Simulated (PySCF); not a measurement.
Compound: C₃H₁₅N₃OSi₃.
Structure used (PBE0-D3(BJ)/def2-SVP), in Å, numbered top down from 1:
```
atom  x, y, z in Å
C1     3.604    0.255    0.095
C2     2.321   -0.198   -0.574
C3     2.276   -1.701   -0.793
O4     1.239    0.213    0.241
Si5   -0.319    0.457   -0.284
N6    -1.242   -1.002   -0.070
Si7   -2.970   -1.068    0.057
N8    -3.470    0.591    0.224
Si9   -2.673    1.892    1.065
N10   -0.985    1.711    0.707
H11    3.595    1.345    0.238
H12    3.702   -0.219    1.084
H13    4.482   -0.012   -0.512
H14    2.242    0.300   -1.561
H15    3.120   -2.038   -1.414
H16    1.344   -1.998   -1.299
H17    2.326   -2.225    0.175
H18   -0.250    0.837   -1.726
H19   -0.708   -1.789    0.286
H20   -3.688   -1.598   -1.145
H21   -3.315   -1.964    1.208
H22   -4.319    0.849   -0.269
H23   -2.877    1.881    2.549
H24   -3.277    3.162    0.548
H25   -0.307    2.303    1.179
```

Computed with PBE0-D3(BJ)/def2-SVP geometry optimisation, gas phase (PySCF 2.14.0).

Take the most abundant isotopes and a rigid rotor. The values belong to one conformer with, in the numbering `[CH3:1][CH:2]([CH3:3])[O:4][SiH:5]1[NH:6][SiH2:7][NH:8][SiH2:9][NH:10]1`, C1–C2–O4–Si5 156°, C2–O4–Si5–N6 93°, O4–Si5–N6–Si7 157°, Si5–N6–Si7–N8 -10°, N6–Si7–N8–Si9 -36°, Si7–N8–Si9–N10 41°.

Question: Give the principal moments of inertia and the rotational constants in MHz.

Answer: Ia = 305.96, Ib = 1079.09, Ic = 1328.55 u·Å²; 505379 MHz·u·Å²/I gives A = 1652, B = 468.3, C = 380.4 MHz.

Question: What kind of rotor is it?

Answer: An asymmetric top: κ = (2 × 468.3 − 1652 − 380.4)/(1652 − 380.4) = -0.86.

Question: What does the inertial defect say?

Answer: Not planar: Δ = Ic − Ia − Ib = -56.50 u·Å². For a rigid frame Δ = −2 Σ m c², so Σ m c² = 28.25 u·Å² lies off the ab plane: 16.80 from hydrogen and 11.45 from heavier atoms. The atom farthest from that plane is 1.92 Å away.

Question: Give the other two planar moments, Paa and Pbb, and the rms extents of the mass along the axes.

Answer: Paa = Σ m a² = (Ib + Ic − Ia)/2 = 1050.84 and Pbb = Σ m b² = (Ia + Ic − Ib)/2 = 277.71 u·Å². With the mass M = 193.05 u, the rms extents √(P/M) along a, b and c are 2.33, 1.20, 0.38 Å.

Question: List the rotational levels J(Ka,Kc) to J = 4 (cm⁻¹).

Answer: Above 0(0,0):
J = 1: 1(0,1) 0.0283, 1(1,1) 0.0678, 1(1,0) 0.0707
J = 2: 2(0,2) 0.0848, 2(1,2) 0.1215, 2(1,1) 0.1303, 2(2,1) 0.2487, 2(2,0) 0.2489
J = 3: 3(0,3) 0.1691, 3(1,3) 0.2019, 3(1,2) 0.2195, 3(2,2) 0.3336, 3(2,1) 0.3344, 3(3,1) 0.5384, 3(3,0) 0.5384
J = 4: 4(0,4) 0.2808, 4(1,4) 0.3090, 4(1,3) 0.3383, 4(2,3) 0.4468, 4(2,2) 0.4491, 4(3,2) 0.6520, 4(3,1) 0.6520, 4(4,1) 0.9383, 4(4,0) 0.9383

Question: Predict some low-J microwave lines.

Answer: The dipole components are |μa| = 0.96 D, |μb| = 0.14 D, |μc| = 0.27 D. Intensities carry the squares of the components, which stand as 1.00 : 0.02 : 0.08 (a : b : c). Some lines, for components of 0.1 D or more:

| type | branch | J(Ka,Kc) | MHz | lower level (cm⁻¹) |
| --- | --- | --- | --- | --- |
| c | Q | 3(1,3) ← 3(0,3) | 984 | 0.169 |
| c | Q | 1(1,1) ← 1(0,1) | 1183 | 0.028 |
| b | R | 3(0,3) ← 2(1,2) | 1427 | 0.121 |
| a | R | 2(1,2) ← 1(1,1) | 1610 | 0.068 |
| c | R | 1(1,0) ← 0(0,0) | 2120 | 0.000 |
| a | R | 3(0,3) ← 2(0,2) | 2527 | 0.085 |
| c | Q | 3(2,2) ← 3(1,2) | 3421 | 0.220 |
| c | Q | 2(2,1) ← 2(1,1) | 3550 | 0.130 |
| b | Q | 2(2,1) ← 2(1,2) | 3814 | 0.121 |
| b | Q | 3(2,2) ← 3(1,3) | 3949 | 0.202 |
| b | Q | 3(3,0) ← 3(2,1) | 6117 | 0.334 |
| c | R | 3(3,0) ← 2(2,0) | 8682 | 0.249 |
| c | R | 3(3,1) ← 2(2,1) | 8686 | 0.249 |
| b | R | 3(3,0) ← 2(2,1) | 8686 | 0.249 |

Question: Estimate the classical rotational partition function at 10 K, 200 K and 500 K.

Answer: Point group C1, symmetry number σ = 1; q = (√π/σ)·√((kT/h)³/(ABC)), k/h = 20836.6 MHz/K: 9830 at 10 K, 879000 at 200 K, 3470000 at 500 K.

No frequency check. No vibrational averaging or centrifugal distortion is included, and the geometry carries the error of its method. A rigid rotor knows nothing of inversion at nitrogen or internal rotation, which can split or shift real lines. Quadrupole hyperfine structure (14N) is left out.

Hardware: one thread of an AMD EPYC 7R43, shared host with 256 logical CPUs at a one-minute load of 147. Cost: 9.7 min, 1.0 GiB resident at most. These figures are those of the optimisation.
